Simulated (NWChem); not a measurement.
System: propylene glycol (C₃H₈O₂); SMILES CC(O)CO

Here is an NWChem input.

```
start job
memory heap 200 mb stack 900 mb global 1100 mb
geometry units angstroms noautosym nocenter noautoz
  C     -0.659484     1.738212    -0.019811
  C      0.005826     0.429404     0.351410
  O      1.366378     0.388553    -0.049399
  C     -0.698530    -0.798284    -0.212025
  O      0.007934    -1.957877     0.101197
  H     -0.092334     2.587291     0.388003
  H     -0.714671     1.856216    -1.115844
  H     -1.687053     1.788519     0.371178
  H      0.036982     0.323330     1.449076
  H      1.403677     0.632015    -0.982911
  H     -1.716724    -0.883521     0.202883
  H     -0.812156    -0.663407    -1.312920
  H      0.940352    -1.711293     0.016208
end
basis spherical
  C library 6-31+g*
  O library 6-31+g*
  H library 6-31+g*
end
dft
  xc b3lyp
  iterations 150
end
cosmo
  do_cosmo_smd true
  solvent water
end
task dft energy
```

Coordinates come from a PBE0/def2-SVP optimisation. B3LYP is NWChem's, with the RPA form of VWN correlation. Solvent: water.

Solvent water, SMD (1 M gas to 1 M solution), gas-phase geometry.

**Question.** Predict the main results of this run. (B3LYP/6-31+G* (spherical d), SMD on the gas-phase geometry.) Quantities: basis functions; solvation free energy (kcal/mol); cavity-dispersion-structure term (kcal/mol); dipole in solution (D).

**Answer.** 
```yaml
number_of_basis_functions: 106
solvation free energy (kcal/mol): -9.9
cavity-dispersion-structure term (kcal/mol): 2.8
dipole in solution (D): 3.73
```
